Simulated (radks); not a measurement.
All-electron atom: As I in [Ar] 3d9.5 4p5.5 (fractional occupations, a model configuration).

Calculated with a radial shooting solver on a logarithmic mesh with Libxc functionals: scalar-relativistic Kohn-Sham, PBE, spin-polarised, spherical densities, finite nucleus; open shells are filled with parallel spins first; Fermi nuclear charge, rms radius 4.0968 fm.

Energy parts (hartree):
| part | energy |
|---|---|
| total | -2259.36757 |
| kinetic | 2302.85095 |
| electron-nucleus | -5437.10915 |
| Hartree | 958.11652 |
| exchange-correlation | -83.22589 |

Orbitals (lengths in bohr, moments of r in powers of bohr):
orbital  occ.  eigenvalue (hartree)   <1/r>
1s up       1             -431.0286   33.47
1s down     1             -431.0276   33.47
2s up       1             -55.01564   7.368
2s down     1             -54.99895   7.369
2p up       3             -48.28306   7.219
2p down     3             -48.27007   7.221
3s up       1              -7.33132   2.395
3s down     1              -7.30362   2.394
3p up       3              -5.24528   2.245
3p down     3              -5.21775   2.244
3d up       5              -1.81442   1.940
3d down   4.5              -1.78629   1.937
4p up       3              -0.26561  0.5657
4p down   2.5              -0.24982  0.5604

The highest occupied level is 4p down at -6.798 eV. The electron density at the nucleus is 3.596e+04 e/bohr^3 (large components only). The density falls to 0.001 e/bohr^3 at r = 4.43 bohr. Summed over all electrons, <r^2> = 44.20 bohr^2, which gives a Langevin (diamagnetic) susceptibility term of -35 x 10^-6 cm^3/mol. The spin density at the nucleus is -0.2599 e/bohr^3 (1s -0.0597, 2s -0.6012, 3s 0.4010). Spin moment in Bohr magnetons: 1.
